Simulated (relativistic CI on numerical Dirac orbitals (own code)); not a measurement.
## Magnetism of Ti³⁺, 3d, in a crystal field

Calculated by Dirac-Coulomb-Breit CI, orbitals from a KLI potential per configuration, QED by a radiative potential, valence Slater integrals scaled by 0.7, one configuration in a parametric crystal field (own radial code).

Field parameters in Wybourne normalisation: D4h B²₀ = −7Ds, B⁴₀ = 21(Dq − Dt), B⁴₄ = 21√(5/14) Dq. The field is a parameter set, without covalency.

S is read from ⟨S²⟩ = S(S + 1).

Powder χT (cm³ K mol⁻¹) by Van Vleck's formula, with temperature-independent terms:

| Field | 2 K | 5 K | 10 K | 20 K | 50 K | 100 K | 200 K | 300 K |
| --- | --- | --- | --- | --- | --- | --- | --- | --- |
| D4h, 10Dq = 10450, Ds = -1500, Dt = 220 cm⁻¹ | 0.35 | 0.351 | 0.352 | 0.353 | 0.357 | 0.363 | 0.376 | 0.389 |
| D4h, 10Dq = 10450, Ds = -1090, Dt = 220 cm⁻¹ | 0.347 | 0.347 | 0.348 | 0.35 | 0.354 | 0.361 | 0.376 | 0.39 |
| D4h, 10Dq = 10450, Ds = -680, Dt = 220 cm⁻¹ | 0.341 | 0.341 | 0.342 | 0.344 | 0.349 | 0.358 | 0.376 | 0.394 |
| D4h, 10Dq = 10450, Ds = -270, Dt = 220 cm⁻¹ | 0.326 | 0.327 | 0.328 | 0.331 | 0.338 | 0.351 | 0.376 | 0.401 |
| D4h, 10Dq = 10450, Ds = 140, Dt = 220 cm⁻¹ | 0.263 | 0.265 | 0.268 | 0.274 | 0.291 | 0.32 | 0.378 | 0.432 |
| D4h, 10Dq = 10450, Ds = 550, Dt = 220 cm⁻¹ | 0.00546 | 0.0126 | 0.0245 | 0.0483 | 0.127 | 0.248 | 0.381 | 0.453 |
| D4h, 10Dq = 10450, Ds = 950, Dt = 220 cm⁻¹ | 0.00552 | 0.0126 | 0.0245 | 0.0481 | 0.125 | 0.245 | 0.372 | 0.433 |
| D4h, 10Dq = 10450, Ds = 1360, Dt = 220 cm⁻¹ | 0.0056 | 0.0127 | 0.0245 | 0.0481 | 0.124 | 0.243 | 0.369 | 0.428 |

(1) For D4h, 10Dq = 10450, Ds = -270, Dt = 220 cm⁻¹: what effective moment follows at 300 K?

Answers

(1) μ_eff = √(8χT) = 1.79 μB. The ground level has S = 0.50; the spin-only moment for S = 1/2 is 1.73 μB. The difference comes from the orbital moment, spin-orbit mixing of terms and temperature-independent paramagnetism, all larger in this ionic model than in covalent complexes.
